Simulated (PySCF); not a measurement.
# C₆ coefficients of unlike pairs at UHF

Calculated with PySCF 2.14 from the dipole response of each species, C₆(A,B) = (3/π) ∫ α_A(iu) α_B(iu) du, in atomic units, from isotropic polarisabilities. For ions this is the dispersion term alone; charge-induced terms of lower order in 1/R come first.

```
species  configuration                                                                                              basis      relativity  α (bohr³)  C₆ (like pair)
    Mg⁺  [Ne] 3s1 (2S)                                                                             def2-QZVPPD (9s5p5d2f)            none      38.79           179.5
   Cu²⁺  [Ar] 3d9 (2D)                                                                        aug-cc-pVTZ-DK (8s7p5d3f2g)   spin-free X2C      2.426           6.502
   Pd³⁺  [Kr] 4d7 (4F)  aug-cc-pVTZ-PP with one added diffuse shell each of s, p, d, f, g type with ECP28MDF (7s7p6d4f3g)  core potential      4.071           18.21
```

Estimate C₆ for Cu²⁺ with Mg⁺.

The integral gives 21.03. The combination rule 2 C_A C_B / (C_A α_B/α_A + C_B α_A/α_B) gives 20.27 and the geometric mean 34.16.

No spin-orbit coupling is included.

The other pairs:

```json
{"pair": "Pd³⁺, Mg⁺", "C₆": "35.58"}
{"pair": "Pd³⁺, Cu²⁺", "C₆": "10.83"}
```
